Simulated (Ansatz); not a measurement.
Species: sum formula AlN₂H₄F, charge 0, multiplicity 1. 
Geometry from a B3LYP-D3(BJ)/def2-TZVP (Ansatz, an electronic-structure program) optimisation:
```
Al
F 1 1.6569
N 1 1.7617 2 118.11
H 3 1.0068 1 125.59 2 180.00
H 3 1.0072 4 110.45 1 180.00
N 1 1.7617 2 118.11 3 -180.00
H 6 1.0068 1 125.59 2 180.00
H 6 1.0072 7 110.45 1 180.00
```
Charge 0, spin multiplicity 1.

Basis-set convergence of Hartree-Fock and MP2 correlation energies (hartree) with Ansatz. Correlated levels leave the core frozen unless marked. Spin-orbit coupling is left out. No relativistic terms.

| basis | functions | E(HF) | E(corr, MP2) |
|---|---|---|---|
| cc-pV(D+d)Z | 85 | -452.75714 | -0.59405 |
| cc-pV(T+d)Z | 185 | -452.84906 | -0.76210 |
| cc-pV(Q+d)Z | 349 | -452.87183 | -0.82269 |

Extrapolating the two largest sets (X = 3 and 4) as X^-3: E(corr) = (64·(-0.82269) - 27·(-0.76210))/37 = -0.8669 Eh, an estimate of the basis-set limit. The largest set recovers 94.9 % of it, the smallest 68.5 %.
